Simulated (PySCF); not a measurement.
BBr2, SMILES Br[B-]Br (connectivity only; charge and spin as stated), charge -1, multiplicity 1.

Geometry: B3LYP-D3(BJ)/def2-SVPD.

All values below come from ωB97X/def2-TZVPD (PySCF).

The molecule is in vacuum.

Computed frontier levels, gap, dipole moment and polarisability:
```
Quantity                                                           Result
------------------------------------------------  -----------------------
highest occupied level                                           -2.92 eV
lowest empty level                                                4.43 eV
orbital gap                                                       7.35 eV
dipole moment about the centre of nuclear charge                   2.66 D
mean static polarisability                          93.3 bohr³ (13.83 Å³)
polarisability, principal values                  69.4, 96.1, 114.4 bohr³
```
